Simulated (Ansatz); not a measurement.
The same path of a periodic cell of 31 atoms, TiAl30 (host Al, host structure fcc, dopant Ti, one Al atom removed) was run twice with different band settings. Lost on the way: Ti1–Al2, Ti1–Al5, Ti1–Al7, Ti1–Al8, Ti1–Al14, Ti1–Al22. Made: Ti1–Al4, Ti1–Al6, Ti1–Al9, Ti1–Al13, Ti1–Al24, Ti1–Al25.

All numbers below come from DFT PBE, scalar-relativistic, plane waves, PAW in Ansatz 0.2.0. Settings: PAW set soft_1, cutoff 420 eV, k mesh 3x3x3, gaussian smearing 0.15 eV, no spin polarisation.

Relaxed end points:

```xyz
31
Lattice="8.1000 0.0000 0.0000 0.0000 8.1000 0.0000 0.0000 0.0000 8.1000" Properties=species:S:1:pos:R:3
Ti 4.007 0.041 0.000
Al 6.045 2.019 -0.002
Al 6.050 -0.033 1.994
Al -0.068 -0.042 -0.001
Al 2.003 2.046 0.000
Al 4.092 4.115 0.000
Al 2.024 0.008 2.032
Al 4.042 2.024 2.032
Al 6.094 4.061 2.023
Al 4.052 -0.004 4.050
Al 6.063 2.013 4.049
Al 6.049 -0.034 6.104
Al -0.026 4.073 0.001
Al 2.030 6.102 -0.002
Al -0.010 2.015 2.024
Al 2.034 4.058 2.022
Al 4.083 6.098 1.993
Al -0.022 0.002 4.051
Al 2.024 2.026 4.049
Al 4.047 4.072 4.050
Al 6.076 6.073 4.049
Al 2.025 0.007 6.067
Al 4.040 2.025 6.067
Al 6.096 4.059 6.075
Al -0.014 6.054 2.021
Al 0.019 4.030 4.048
Al 2.036 6.084 4.050
Al -0.009 2.015 6.075
Al 2.033 4.058 6.075
Al 4.086 6.097 6.107
Al -0.015 6.052 6.077
```

```xyz
31
Lattice="8.1000 0.0000 0.0000 0.0000 8.1000 0.0000 0.0000 0.0000 8.1000" Properties=species:S:1:pos:R:3
Ti 6.112 -2.062 0.000
Al 6.031 1.967 0.000
Al 6.037 -0.020 1.993
Al -0.011 -0.022 0.000
Al 2.046 2.004 0.000
Al 4.072 4.061 0.000
Al 2.035 0.024 2.021
Al 4.026 2.015 2.021
Al 6.078 4.054 2.033
Al 4.045 0.005 4.050
Al 6.075 2.008 4.050
Al 6.037 -0.020 6.107
Al 0.018 4.032 0.000
Al 2.083 6.119 0.000
Al -0.011 2.020 2.025
Al 2.030 4.061 2.025
Al 4.070 6.113 1.993
Al -0.014 -0.006 4.050
Al 2.004 2.046 4.050
Al 4.056 4.064 4.050
Al 6.068 6.082 4.050
Al 2.035 0.024 6.079
Al 4.026 2.015 6.079
Al 6.078 4.054 6.067
Al -0.004 6.072 2.033
Al -0.003 4.053 4.050
Al 2.042 6.075 4.050
Al -0.011 2.020 6.075
Al 2.030 4.061 6.075
Al 4.070 6.113 6.107
Al -0.004 6.072 6.067
```

Common settings: climbing image yes; force threshold 0.05 eV/Å; end points relaxed.

| run | movable images | spring | optimiser | start path | iteration limit |
| --- | --- | --- | --- | --- | --- |
| 1 | 7 | 5.0 eV/Å² | lbfgs | IDPP | 26 |
| 2 | 3 | 50.0 eV/Å² | fire | default | 50 |

Task: What does each run give, and how far can it be trusted?

Result: Run 1: converged after 10 iterations, highest image 1.089 eV above the first end. By the program's own check the climbing image is a first-order saddle point (lowest curvatures found: -1.98 and 0.76 eV/Å²).
Run 2: converged after 20 iterations, highest image 1.089 eV above the first end. The order of the stationary point at the top wasn't checked.
Limits of this set-up: coarse k mesh.
